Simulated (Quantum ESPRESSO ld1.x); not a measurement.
Values are calculated unless marked as measured or tabulated.
The mean radii <r> (bohr) of the occupied orbitals of an atom or ion are listed with their occupations. Code: ld1.x of Quantum ESPRESSO 7.5. Model: Dirac Kohn-Sham, BP86, spin-unpolarised, spherical densities, point nucleus.

| orbital | occ. | <r> |
|---|---|---|
| 1s1/2 | 2 | 0.04148 |
| 2s1/2 | 2 | 0.1832 |
| 2p1/2 | 2 | 0.1573 |
| 2p3/2 | 4 | 0.1613 |
| 3s1/2 | 2 | 0.5300 |
| 3p1/2 | 2 | 0.5332 |
| 3p3/2 | 4 | 0.5437 |
| 3d3/2 | 4 | 0.5525 |
| 3d5/2 | 6 | 0.5563 |
| 4s1/2 | 2 | 1.501 |
| 4p1/2 | 2 | 1.716 |
| 4p3/2 | 2 | 1.746 |

Name the element and its charge. Open shells, if any, fill j = l - 1/2 first.

Answer. Z = 36, krypton, charge +2: Kr2+ in [Ar] 3d10 4s2 4p4. The 1s radius gives Z: for a bare nucleus <r> = (2 gamma + 1)/(2Z) with gamma = sqrt(1 - (Z/c)^2), 0.04069 bohr for Z = 36, and screening makes it slightly larger (0.04148 here). The occupations add up to 34, and the charge is Z minus that.
